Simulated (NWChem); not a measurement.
C₂H₂BCl; SMILES C#CBCl

All runs: NWChem. Pople sets run with spherical d functions. Each level has its own optimisation; frequencies are unscaled.

```json
[
 {"level": "Hartree-Fock/6-31G*", "r B–C (Å)": "1.521", "r B–Cl (Å)": "1.758", "r B–H (Å)": "1.179", "r C–C (Å)": "1.194", "highest harmonic frequency (cm⁻¹)": "3653", "lowest (cm⁻¹)": "183", "zero-point energy (kcal/mol)": "22.0", "dipole (D)": "1.98"},
 {"level": "B3LYP/3-21G", "r B–C (Å)": "1.492", "r B–Cl (Å)": "1.804", "r B–H (Å)": "1.185", "r C–C (Å)": "1.214", "highest harmonic frequency (cm⁻¹)": "3482", "lowest (cm⁻¹)": "175", "zero-point energy (kcal/mol)": "20.9", "dipole (D)": "2.45"},
 {"level": "PBE0/def2-SVP", "r B–C (Å)": "1.513", "r B–Cl (Å)": "1.748", "r B–H (Å)": "…", "r C–C (Å)": "1.219", "highest harmonic frequency (cm⁻¹)": "3474", "lowest (cm⁻¹)": "…", "zero-point energy (kcal/mol)": "20.6", "dipole (D)": "…"}
]
```

Fill in the missing entries.


- PBE0/def2-SVP, r B–H (Å): 1.203
- PBE0/def2-SVP, lowest (cm⁻¹): 167
- PBE0/def2-SVP, dipole (D): 1.44
